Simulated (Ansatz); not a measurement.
`C[SiH2]CC=S`. Total charge 0; spin multiplicity 1.

Cartesian coordinates in Å:
```
C -0.217 0.069 -1.796
Si 0.991 0.129 -0.374
C 0.213 -0.551 1.230
C -1.046 0.154 1.501
S -1.235 1.458 2.435
H -1.085 0.702 -1.599
H 0.257 0.426 -2.713
H -0.569 -0.950 -1.976
H 1.423 1.524 -0.107
H 2.187 -0.708 -0.667
H 0.051 -1.622 1.074
H 0.945 -0.390 2.024
H -1.915 -0.241 0.967
```

(1) Give the diagnostics of a CCSD(T)/def2-TZVPP run (frozen core, the Gaussian-basis code of Ansatz). (An estimate is asked.)

Answers

(1) The calculation gave: T1 = 0.0146, largest single amplitude 0.039, largest double 0.094, (T) share of the correlation energy 4.4 %, 10 CCSD cycles. The RHF solution is unstable towards an unrestricted one. T1 lies under the customary mark of 0.02 for closed shells.
